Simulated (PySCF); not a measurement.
Be(Me)2, SMILES [CH3][Be][CH3] (C2H6Be) (PBE0/def2-SVP optimised geometry):

```
9

Be     0.000    -0.002     0.000
C     -1.680     0.000     0.001
H     -2.100    -1.020     0.068
H     -2.100     0.453    -0.915
H     -2.098     0.567     0.852
C      1.681    -0.002     0.000
H      2.100    -0.474     0.907
H      2.099     1.020    -0.043
H      2.100    -0.550    -0.863
```

Method: PySCF 2.14.0 with PBE0/def2-TZVP.

**Question.** What are the frontier orbital energies and the dipole moment?

**Answer.** HOMO-2 -10.51 eV, HOMO-1 -8.88 eV, HOMO -8.06 eV, LUMO 0.08 eV, LUMO+1 0.53 eV; dipole moment 0.00 D.

On the same geometry PBE/def2-TZVP run with PySCF gives HOMO-2 -9.04 eV, HOMO-1 -7.47 eV, HOMO -6.70 eV, LUMO -0.47 eV, LUMO+1 -0.30 eV; dipole moment 0.00 D.

Meta-Löwdin charges at PBE0/def2-TZVP: Be1 1.22, C2 -0.97, H3 0.12, H4 0.12, H5 0.12, C6 -0.97, H7 0.12, H8 0.12, H9 0.12.
